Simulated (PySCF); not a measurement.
Species: C7H3NO2.
SMILES with atom numbers: `[N:1]#[C:2][c:3]1[cH:4][o:5][c:6]2[cH:7][cH:8][o:9][c:10]12` (hydrogens: H11 on C4; H12 on C7; H13 on C8)

The closed-shell ground state was solved at several levels (PySCF, density fitting, gas phase, non-relativistic). Isolated species at its GFN2-xTB geometry, gas phase.

```csv
level,basis functions,total energy (Eh),HOMO (eV),LUMO (eV),gap (eV),dipole (D)
PBE0/pcSseg-1,185,-473.0803,-6.83,-1.37,5.46,4.56
wB97X-D/def2-SVPD,230,-473.1659,-8.55,0.30,8.85,4.65
```

Question: Estimate the row for PBE0/def2-SVPD, a basis of 230 functions; the other rows only guide the guess.

Answer: Total energy -472.8097 Eh, HOMO -6.81 eV, LUMO -1.42 eV, gap 5.39 eV, dipole 4.63 D.

Question: Over all these levels, which gives the widest orbital gap and which the narrowest?

Answer: wB97X-D/def2-SVPD (range-separated hybrid) has the widest, 8.85 eV, and PBE0/def2-SVPD (global hybrid, 25 % exact exchange) the narrowest, 5.39 eV. The two share the basis. From the narrowest to the widest the HOMO moves by -1.74 eV and the LUMO by +1.72 eV.

Question: How far do the dipole and the HOMO energy spread over the levels?

Answer: The dipole runs from 4.56 to 4.65 D (mean 4.61 D) and the HOMO from -8.55 to -6.81 eV.

wB97X-D is run here without its empirical dispersion term; that term would change no orbital, density or response property at a fixed geometry.
